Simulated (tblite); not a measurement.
Question: Give a GFN2-xTB geometry of `CO/C(F)=C\C#C[SiH3]`.

Answer: 
```
atom  x, y, z in Å
C1    -2.8077    1.1875    0.4826
O2    -1.5208    0.6201    0.3235
C3    -0.9922   -0.0268    1.3640
F4    -1.7698   -0.0615    2.4697
C5     0.2058   -0.6177    1.3829
C6     1.0708   -0.6244    0.2760
C7     1.8433   -0.6519   -0.6549
Si8    2.9926   -0.6752   -2.0938
H9    -3.0395    1.6556   -0.4712
H10   -3.5532    0.4205    0.7107
H11   -2.8133    1.9397    1.2765
H12    0.5287   -1.1132    2.2855
H13    2.3241   -1.3448   -3.2134
H14    3.3236    0.7076   -2.4501
H15    4.2031   -1.4076   -1.7099
```

Orientation and origin are arbitrary. Atoms count from 1 in this order. Si8 (SiH3 silicon) is tetrahedral (angles from 108.5° to 110.4°). Of the pairs four or more bonds apart, F4···H10 is among the closest relative to their van der Waals radii: 2.55 Å, 96 % of the sum of Bondi's values. The 2 C–O bonds span 1.334 Å (O2–C3, drawn single) to 1.415 Å (C1–O2, drawn single), a spread of 0.081 Å. The C–C distances run from 1.210 Å (C6≡C7, drawn triple) to 1.405 Å (C5–C6, drawn single), a spread of 0.195 Å.

Bonds between heavy atoms (Å): C1–O2 1.415, O2–C3 1.334, C3–F4 1.352, C3=C5 1.336, C5–C6 1.405, C6≡C7 1.210, C7–Si8 1.842.

The geometry is computed with GFN2-xTB (gas phase).

Point group: Cs (tolerance 0.08 Å). Its lowest GFN2-xTB frequency is 10 cm⁻¹, too small to tell a flat minimum from a shallow saddle. One conformer, not necessarily the lowest (C1–O2–C3–F4 0°).

On an Arm Neoverse V2 with one thread, shared host with 32 logical CPUs at a one-minute load of 32, this took 0.14 s of wall time. These figures are those of the optimisation.
